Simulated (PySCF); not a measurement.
**Dipole response of Tc (technetium, neutral)**

[Kr] 4d5 5s2, high-spin 6S determinant. Calculation: PySCF 2.14, in aug-cc-pVTZ-DK (9s8p6d3f2g, 102 functions); the spin-free X2C one-electron Hamiltonian (Gaussian nucleus). Coupled (time-dependent) response in atomic units; α is the mean over directions.

```tsv
method	mean α (bohr³)	C₆ (like pair)	S(−4)
B97-3	86.85	1002	4027
```

S(−4) is the Cauchy moment in α(ω) = α(0) + S(−4) ω² + …

Reference α: 79 ± 10 bohr³ (recommended; Schwerdtfeger and Nagle, table of static dipole polarizabilities (2023 update)). Published C₆: 939.0 (Gould and Bucko (2016)).

α(iu) at B97-3:

| u (hartree) | α(iu) (bohr³) |
| --- | --- |
| 0 | 86.85 |
| 0.0500 | 78.18 |
| 0.100 | 61.80 |
| 0.200 | 36.93 |
| 0.300 | 24.20 |
| 0.500 | 13.39 |
| 0.750 | 8.229 |
| 1.00 | 5.763 |
| 1.50 | 3.391 |
| 2.00 | 2.258 |
| 3.00 | 1.207 |
| 5.00 | 0.5066 |

A single London oscillator, α(iu) = α/(1 + u²/ω²), gives C₆ = (3/4) ω α². Matching the computed C₆ needs ω = 4 × 1002 / (3 × 86.85²) = 0.177 hartree.
